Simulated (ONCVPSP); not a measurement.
Ho: one change to an ONCV potential, before and after

```
Element                 : holmium
Generator               : ONCVPSP 4.0.1
Type                    : optimised norm-conserving Vanderbilt (ONCV)
Functional              : PBE
Relativity              : scalar-relativistic
Frozen core             : [Xe] 4f10
Valence charge          : 3
Reference configuration : 5d1 6s1 6p1
Partial waves           : 6s: rc 3.00 bohr, ncon 3, nbas 7, qcut 2.2 1/bohr, 2 projectors, debl 3.1 Ha; 6p: rc 4.00 bohr, ncon 4, nbas 7, qcut 1.8 1/bohr, 1 projector; 5d: rc 2.40 bohr, ncon 4, nbas 8, qcut 3.6 1/bohr, 2 projectors, debl 1.9 Ha
Local potential         : polynomial inside 2.05 bohr (lpopt 5, dvloc0 2 Ha)
Core correction         : none
```

Change: s: debl 0.25.

Cutoffs: the cutoffs (Ha) at which the residual kinetic energy of the hardest occupied pseudo-wave falls to 1 and 0.1 mHa per electron; they do not see the model core or the augmentation charge, which bear on the density cutoff. Errors are all-electron minus pseudo energies relative to the spin-unpolarised reference configuration.

What does the change do?

The potential gets neither clearly harder nor softer (15 Ha and 38 Ha → 15 Ha and 38 Ha); the lowest positive-energy flag moves from s at 58.3 eV to s at 9.4 eV; the errors of the 3 common tests hardly move; neither file shows a bound ghost.

```csv
quantity,base,changed
"cutoff, loose",15 Ha,15 Ha
"cutoff, tight",38 Ha,38 Ha
bound ghosts,none,none
GHOST(+) flags under 300 eV,s at 58.3 eV,s at 9.4 eV
"tests counted as reliable (solved cleanly; for ONCVPSP, near-neutral configurations with less than one 5d electron left out)",3 of 4,3 of 4
"error for 5d1 6s2 6p0, meV [ΔE -3.09 eV]",+7.6,+7.4
"error for 5d1 6s1 6p0, meV [ΔE 3.85 eV]",+0.1,-0.3
"error for 5d1 6s0 6p0, meV [ΔE 16.45 eV]",+189,+189
s: phases at 3.05 bohr within 0.05 rad from the reference energy up to (Ha; the scan ends near 5),1.1,1.8
p: phases at 4.07 bohr within 0.05 rad from the reference energy up to (Ha; the scan ends near 5),0.2,0.2
d: phases at 2.43 bohr within 0.05 rad from the reference energy up to (Ha; the scan ends near 5),to the end of the scan,to the end of the scan
```

Base: Tests not counted: 5d0 6s2 6p1 (all-electron energy unsafe for a near-neutral lanthanide with less than one 5d electron, printed error +199 meV). Changed file: Tests not counted: 5d0 6s2 6p1 (all-electron energy unsafe for a near-neutral lanthanide with less than one 5d electron, printed error +200 meV).
